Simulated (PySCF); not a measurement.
A ladder of Hamiltonians for Tb⁵¹⁺ (terbium, charge +51)

Occupied: 1s1/2, 2s1/2, 2p1/2, 2p3/2, 3s1/2, 3p1/2. Hartree-Fock calculated with PySCF 2.14 in an uncontracted even-tempered set (17 s from 6 bohr⁻², ratio 2.7; 13 p from 7.2 bohr⁻², ratio 2.7), Gaussian nucleus throughout. NR is non-relativistic, sf-X2C the spin-free one-electron X2C Hamiltonian, X2C adds the bare one-electron spin-orbit term, X2C-SNSO screens it by Boettger's factors, DC is four-component Dirac-Coulomb, and the Gaunt and Breit terms are added at first order (total energies over the DC spinors, levels after relaxing the spinors in that mean field). QED terms are absent. Levels marked empty are virtual spinors of this ion; the basis has s and p functions only, so 3d, which can lie below the n = 4 levels, is absent.

```tsv
level (eV)	X2C	X2C-SNSO
1s1/2	-55939.3	-55940.3
2s1/2	-12287.4	-12287.8
2p1/2	-11900.2	-11880.9
2p3/2	-11088.8	-11096.1
3s1/2	-4897.0	-4897.2
3p1/2	-4766.5	-4761.6
3p3/2 (empty)	-4457.7	-4459.5
4s1/2 (empty)	-2537.0	-2537.1
```

Where do the four-component calculations put these levels?

1s1/2: DC -55995.3, DC+Gaunt -55835.0, DC+Breit -55846.0; 2s1/2: DC -12295.2, DC+Gaunt -12278.2, DC+Breit -12279.5; 2p1/2: DC -11884.8, DC+Gaunt -11855.8, DC+Breit -11858.8; 2p3/2: DC -11101.4, DC+Gaunt -11081.9, DC+Breit -11084.8; 3s1/2: DC -4898.9, DC+Gaunt -4894.7, DC+Breit -4895.2; 3p1/2: DC -4762.6, DC+Gaunt -4755.3, DC+Breit -4756.2; 3p3/2 (empty): DC -4460.6, DC+Gaunt -4455.9, DC+Breit -4456.9; 4s1/2 (empty): DC -2537.7, DC+Gaunt -2536.1, DC+Breit -2536.3 (eV).

```
Hamiltonian  E (hartree)  E − E(DC) (hartree)  CPU seconds
        X2C   -9053.8055               2.7256         0.17
   X2C-SNSO   -9052.9950               3.5361         0.17
         DC   -9056.5311               0.0000          7.2
   DC+Gaunt   -9046.3746              10.1565           12
   DC+Breit   -9047.2972               9.2340           35
```

Weight of the small component: 1s1/2 0.0588, 2s1/2 0.0134, 2p1/2 0.0134, 2p3/2 0.0124, 3s1/2 0.00510, 3p1/2 0.00505, 3p3/2 0.00475, 4s1/2 0.00238.

Koopmans' value for the highest occupied level at DC+Breit: 4756.2 eV, against an ionisation energy of 4760 ± 4 eV (theoretical estimate listed by NIST; NIST Atomic Spectra Database, ionization energies); the former lacks relaxation, correlation, QED and recoil.

The whole ladder took 56 s of wall time on 1 thread of Neoverse-V2 (shared host), launched as `OMP_NUM_THREADS=1 python relrun2.py TASK.json OUT` (a driver that calls PySCF for each Hamiltonian).
